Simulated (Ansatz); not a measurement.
Ansatz (a program for electronic structure) input:

Ansatz 0.2 input:
```yaml
crystal:
  periodic: [false, false, false]
  atoms:
    - {symbol: Al, position_ang: [-0.00000000, -0.00000000, -0.53575021]}
    - {symbol: O, position_ang: [-0.00000000, -0.00000000, -2.24291911]}
    - {symbol: Cl, position_ang: [0.00000000, 0.00000000, 1.46518269]}
basis:
  gaussian:
    orbitals: def2-TZVP
hamiltonian:
  xc: b3lyp
  dispersion: d3bj
total_charge: 1
magnetization: {spin_polarized: true, initial_magnetization: 1}
phonons: {temperatures: {t_min: 298.15, t_max: 298.15, t_step: 100}}
```

Q: Predict the final energy.

A: -777.63381 Eh (B3LYP-D3(BJ)/def2-TZVP). The basis has 105 functions.
